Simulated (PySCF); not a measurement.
Diatomics of Si with group 15

PBE0 with triple-zeta basis sets in PySCF, for the lowest determinant that a PBE0 search found; no spin–orbit coupling. De refers to high-spin ground-configuration atoms. A positive dipole means M(−)Si(+).

| M | basis | state (unpaired electrons) | Re (Å) | ωe (cm⁻¹) | De (eV) | μ (D) |
| --- | --- | --- | --- | --- | --- | --- |
| N | x2c-TZVPPall | doublet (σ ↑) | 1.563 | 1195 | 4.44 | 2.66 |
| P | def2-TZVPP | doublet (π ↑) | 2.070 | 641 | 3.69 | 0.94 |
| As | x2c-TZVPPall | doublet (π ↑) | 2.170 | 508 | 3.30 | 0.64 |
| Sb | def2-TZVPP | doublet (π ↑) | 2.374 | 431 | 2.81 | -0.08 |
| Bi | def2-TZVPP | doublet (π ↑) | 2.448 | 391 | 2.55 | -0.55 |

The shortest bond is that of SiN (1.563 Å), the longest that of SiBi (2.448 Å). SiN is bound most strongly (4.44 eV) and SiBi least (2.55 eV).

The rows differ in basis set, which adds steps of its own.

The state changes along the series, so neighbouring rows are not always alike in their bonding.

Spin–orbit coupling is left out, which matters for elements this heavy, above all for dissociation energies. States were picked by a PBE0 search and need not be the measured ground states.
